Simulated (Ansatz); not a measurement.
The cluster SiSe2. Charge 0, multiplicity 3. Geometry PBE-D4/def2-TZVP; atoms count from 1.

| atom | x (Å) | y (Å) | z (Å) |
| --- | --- | --- | --- |
| Si1 | 0.3230 | -0.2424 | 0.7447 |
| Se2 | -0.5343 | -1.5682 | -0.7605 |
| Se3 | 0.2113 | 1.8106 | 0.0158 |

At PBE0-D4/def2-TZVP a singlet of charge 0 lies 1.40 eV below the triplet, each at its own geometry. The structure comes from a short search, and lower isomers may exist.

Estimate the Mulliken populations from the PBE0/def2-TZVP orbitals of Ansatz.


| atom | charge (e) | spin (α − β) |
| --- | --- | --- |
| Si1 | 0.27 | 0.31 |
| Se2 | -0.13 | 0.85 |
| Se3 | -0.13 | 0.85 |
Mulliken values and Mayer orders depend strongly on the basis.

Where does the spin sit?

Summed by element: Si 0.31, Se 1.69, of 2 unpaired in all. Largest on single atoms: Se2 0.85, Se3 0.85, Si1 0.31.

And the Mayer bond orders between bonded heavy atoms (over 0.3)?

Si1–Se2 1.64 (2.18 Å); Si1–Se3 1.64 (2.18 Å). Values over 0.3 also appear between atoms too far apart for a bond (Se2–Se3 0.34 at 3.55 Å); they arise where an orbital or an unpaired electron spreads over both atoms.
